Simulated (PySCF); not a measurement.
HO₃S, SMILES [O-][S+]([O-])O, charge -1. The structure is a stationary point at PBE0-D3(BJ)/def2-SVPD. The values are those of a single conformer.

Computed equilibrium geometry at PBE0-D3(BJ)/def2-SVPD (PySCF confirms it by a frequency run) as bond lengths and angles (one conformer of several):
Atoms: O1 S2 O3 O4 H5. Bonded distances (Å): O1–S2 1.516, S2–O3 1.502, S2–O4 1.760, O4–H5 0.968. Angles (°): O1–S2–O3 111.8, O1–S2–O4 98.7, O3–S2–O4 103.1, S2–O4–H5 100.7.
Charge -1, spin multiplicity 1.
